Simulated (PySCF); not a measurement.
## A survey of 29Si NMR shifts

No relativistic terms, in vacuum, averaged over atoms made equivalent by symmetry, fast rotation or ring inversion, one computed conformer. NMR shieldings at PBE0/pcSseg-1/GIAO; geometry from GFN2-xTB; PySCF 2.14.

Shieldings were converted by a linear fit to measured shifts: 29Si (scatter 8.9 ppm rms, 25.8 ppm with the 6 outliers that the fit left out vs TMS, solution or neat liquid). Occasional misses reach two or three times the rms, and more in compound classes unlike the fitted ones.

Question: Give the 29Si shifts of `CC[SiH2]N[SiH2]c1ccco1`, `CCO/C(C)=C\[SiH2]F`, `O[Si@@]([SiH3])(C[SiH3])N([SiH3])[SiH3]`, `CCO[Si@H](CCl)O[SiH3]`, `N#CC1=C[Si@@H](O[SiH3])C=C1`, `C=C(CF)[Si@@H]1C[C@@H]1N(C)C`.

Answer: 
| compound | environment | δ (ppm) |
| --- | --- | --- |
| [CH3:1][CH2:2][SiH2:3][NH:4][SiH2:5][c:6]1[cH:7][cH:8][cH:9][o:10]1 | Si3: silicon bonded to C, N, 2 H | -28.5 |
| [CH3:1][CH2:2][SiH2:3][NH:4][SiH2:5][c:6]1[cH:7][cH:8][cH:9][o:10]1 | Si5: silicon bonded to C, N, 2 H | -47.7 |
| CCO/C(C)=C\[SiH2]F | silicon bonded to C, F, 2 H | -12.1 |
| [OH:1][Si@@:2]([SiH3:3])([CH2:4][SiH3:5])[N:6]([SiH3:7])[SiH3:8] | Si2: silicon bonded to C, N, O, Si | -3.5 |
| [OH:1][Si@@:2]([SiH3:3])([CH2:4][SiH3:5])[N:6]([SiH3:7])[SiH3:8] | Si7/8: silicon bonded to N, 3 H (×2) | -54.0 |
| [OH:1][Si@@:2]([SiH3:3])([CH2:4][SiH3:5])[N:6]([SiH3:7])[SiH3:8] | Si5: silicon bonded to C, 3 H | -74.0 |
| [OH:1][Si@@:2]([SiH3:3])([CH2:4][SiH3:5])[N:6]([SiH3:7])[SiH3:8] | Si3: silicon bonded to Si, 3 H | -103.1 |
| [CH3:1][CH2:2][O:3][Si@H:4]([CH2:5][Cl:6])[O:7][SiH3:8] | Si8: silicon bonded to O, 3 H | -42.8 |
| [CH3:1][CH2:2][O:3][Si@H:4]([CH2:5][Cl:6])[O:7][SiH3:8] | Si4: silicon bonded to C, 2 O, H | -46.6 |
| [N:1]#[C:2][C:3]1=[CH:4][Si@@H:5]([O:6][SiH3:7])[CH:8]=[CH:9]1 | Si5: silicon bonded to 2 C, O, H, in a 5-membered ring | -23.4 |
| [N:1]#[C:2][C:3]1=[CH:4][Si@@H:5]([O:6][SiH3:7])[CH:8]=[CH:9]1 | Si7: silicon bonded to O, 3 H | -39.3 |
| C=C(CF)[Si@@H]1C[C@@H]1N(C)C | silicon bonded to 3 C, H, in a 3-membered ring | -102.4 |
